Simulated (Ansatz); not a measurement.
`C[Si]1([SiH3])CC1` → `C=C(C)[SiH2][SiH3]`  (isomerisation)

Gas-phase electronic energies from Ansatz, PBE0-D4/def2-TZVP geometries. CCSD(T)/CBS is the MP2 limit (def2-TZVPP, def2-QZVPP) plus CCSD(T) − MP2 in def2-TZVPP, frozen cores. Functionals use def2-TZVPP. B3LYP here is the variant with VWN-RPA as its local correlation; programs differ in this. HSE06 is defined as in plane-wave codes. One conformer a species, not always the lowest.

Problem. Is it downhill or uphill in electronic energy at CCSD(T)/CBS, and by how much? (An estimate is asked.)

Solution. Computed: Uphill: ΔE = +5.9 kJ/mol.

Problem. What do these levels give: revPBE-D4, PBE0-D4, B3LYP-D4, r2SCAN0-D4, HSE06-D4, CAM-B3LYP-D4, revPBE, BLYP, PBE0, MP2/def2-SVP, HF/def2-TZVPP, MP2/def2-QZVPP? (An estimate is asked.)

Solution. The calculation gave: revPBE-D4 13.1, PBE0-D4 22.1, B3LYP-D4 -2.2, r2SCAN0-D4 21.7, HSE06-D4 22.1, CAM-B3LYP-D4 2.4, revPBE 17.2, BLYP -4.7, PBE0 23.0, MP2/def2-SVP 0.0, HF/def2-TZVPP -25.4, MP2/def2-QZVPP 17.5 kJ/mol.

Problem. What do rigid-rotor, harmonic-oscillator terms from PBE0-D4/def2-TZVP frequencies (298.15 K, 1 bar) make of the CCSD(T)/CBS value? (Estimate.)

Solution. Ansatz gave: ΔZPE = -9.8 kJ/mol, ΔH = -3.4 kJ/mol, ΔS = 8 J/(mol·K), ΔG = -5.8 kJ/mol. Modes under 50 cm⁻¹ make the entropy rough.

Largest T1 diagnostic among the species: 0.012.

Leaving LDA and LC-ωPBE aside and taking each functional with its dispersion term where it has one, the values, not all of them listed here, spread over 29.8 kJ/mol, from BLYP-D4 to PBE-QIDH. LDA lies +12.1 kJ/mol from PBE without D4. In def2-TZVPP, CCSD(T) changes the Hartree–Fock value by +29.7 kJ/mol (the triples alone add +1.9 kJ/mol) and MP2 by +42.0 kJ/mol. At CCSD(T), def2-SVP lies −20.1 kJ/mol from the extrapolated value and def2-TZVPP −1.6 kJ/mol.
